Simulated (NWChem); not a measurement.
System: boric acid (H3BO3); SMILES B(O)(O)O

Here is an NWChem input.

```
start job
memory heap 200 mb stack 900 mb global 1100 mb
geometry units angstroms noautoz
  O     -0.960121     0.999409     0.000000
  B     -0.037938     0.001812     0.000000
  O      1.293053     0.344052     0.000000
  O     -0.514656    -1.277638     0.000000
  H     -0.534738     1.861480     0.000000
  H      1.907973    -0.392472     0.000000
  H      0.158477    -1.960235     0.000000
end
basis spherical
  O library def2-svpd
  B library def2-svpd
  H library def2-svpd
end
dft
  xc hfexch
  iterations 150
  mulliken
end
task dft energy
```

Structure relaxed at the PBE0/def2-SVP level.

Problem. Predict the main results of this run. (Hartree-Fock/def2-SVPD.) Quantities: basis functions; energy (Ha); highest occupied level (eV); orbital gap (eV); dipole (D).

Solution. 
- number of basis functions = 113
- energy (Ha) = -251.02
- highest occupied level (eV) = -13.78
- orbital gap (eV) = 15.10
- dipole (D) = 3.22
